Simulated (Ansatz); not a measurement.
Basis sets compared for Si(vinyl)2F2 (C4H6F2Si). Total charge 0; singlet. Geometry r2SCAN-D4/def2-SVP. Ansatz on 4 threads of Intel Xeon on a shared host; times are rough, and most runs start from earlier orbitals.

```xyz
13

Si   -0.571   -0.103    0.241
C     0.580    1.163    0.935
C     0.225    2.453    1.051
H     1.588    0.863    1.258
H    -0.768    2.801    0.743
H     0.904    3.212    1.459
C     0.052   -1.047   -1.218
C     0.150   -2.387   -1.203
H     0.363   -0.506   -2.123
H    -0.148   -2.970   -0.323
H     0.525   -2.955   -2.062
F    -1.946    0.677   -0.131
F    -0.954   -1.201    1.374
```

Binding counts from free atoms (Si triplet, C triplet, H doublet, F doublet) in the same basis, without a counterpoise term.

```
           level  functions  energy (Eh)  HOMO (eV)  LUMO (eV)  binding per atom (eV)  wall time
 PBE-D4/def2-SVP        132    -644.3986      -7.04      -1.96                   4.60      2.6 s
PBE0-D4/def2-SVP        132    -644.4476      -8.24      -1.01                   4.51        4 s
```

Problem. Estimate the rows for PBE-D4/def2-TZVP (with forces), PBE0-D4/def2-TZVP.

Solution. 
```json
{"level": "PBE-D4/def2-TZVP (with forces)", "functions": "259", "energy (Eh)": "-644.9333", "HOMO (eV)": "-7.15", "LUMO (eV)": "-2.17", "binding per atom (eV)": "4.59", "wall time": "8 s"}
{"level": "PBE0-D4/def2-TZVP", "functions": "259", "energy (Eh)": "-644.9772", "HOMO (eV)": "-8.28", "LUMO (eV)": "-1.19", "binding per atom (eV)": "4.50", "wall time": "11 s"}
```
